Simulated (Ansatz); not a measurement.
Start from `C[CH2][InH][SH]` and change one atom or group to get `C[CH2][In]([OH])[SH]`.

Ansatz, PBE0-D4/def2-TZVP geometries, multiplicity 1. Each molecule was computed in one conformer, which needn't be the lowest.

Elements past krypton have def2 core potentials.

| property | `C[CH2][InH][SH]` |
| --- | --- |
| size of the dipole moment (B3LYP/def2-TZVPP) / D | 2.59 |
| LUMO energy (ωB97M-V/def2-TZVPP) / eV | 0.14 |
| LUMO energy (PBE/def2-TZVPP) / eV | -2.01 |
| LUMO energy (PBE0/def2-TZVPP) / eV | -1.31 |
| HOMO energy (ωB97M-V/def2-TZVPP) / eV | -9.37 |
| HOMO energy (B3LYP/def2-TZVPP) / eV | -6.94 |

(1) Give the same properties after the change, and the shifts. (Estimate.)

Answers

(1) Ansatz gave: 
```
                                        property  `C[CH2][In]([OH])[SH]`  shift
size of the dipole moment (B3LYP/def2-TZVPP) / D                    3.35   0.76
           LUMO energy (ωB97M-V/def2-TZVPP) / eV                    0.62   0.48
               LUMO energy (PBE/def2-TZVPP) / eV                   -1.78   0.23
              LUMO energy (PBE0/def2-TZVPP) / eV                   -0.93   0.38
           HOMO energy (ωB97M-V/def2-TZVPP) / eV                   -9.45  -0.08
             HOMO energy (B3LYP/def2-TZVPP) / eV                   -6.99  -0.05
```

With PBE0 the HOMO falls by 0.06 eV and the LUMO rises by 0.38 eV, so the gap widens by about 0.44 eV. PBE moves the HOMO by 0.02 eV and ωB97M-V by -0.08 eV. Dipoles are sizes alone; their direction can turn.

Positive LUMOs are unbound, so they and the gaps depend on the basis.

B3LYP here is the variant with VWN-RPA as its local correlation; programs differ in this.
